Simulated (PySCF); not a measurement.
C₃H₇BF₂O, SMILES CO[C@H](C)B(F)F.

Geometry: B3LYP-D3(BJ)/def2-SVP. The structure was generated by enumeration; whether it is a known compound was not checked. The values are those of a single conformer.

Two levels are set side by side: PBE/def2-TZVP (PySCF) and HF/def2-TZVP (PySCF). Same geometry, gas phase. Differences are taken from unrounded values.

```csv
quantity,HF,PBE,PBE minus HF
orbital gap (eV),14.88,5.15,-9.73
highest occupied level (eV),-11.68,-6.07,5.62
lowest empty level (eV),3.19,-0.92,-4.11
dipole moment (D),2.77,2.28,-0.49
mean polarisability (bohr³),49.7,57.1,7.3
```

Without exact exchange PBE keeps part of each electron's self-repulsion, which lifts occupied levels and narrows the gap. PBE's more diffuse valence density responds more strongly to a field. Differences between two approximate levels are no errors against the true value.

Rough cost on one machine, each run with all the roots and properties that it gave: HF against PBE about 1/3.
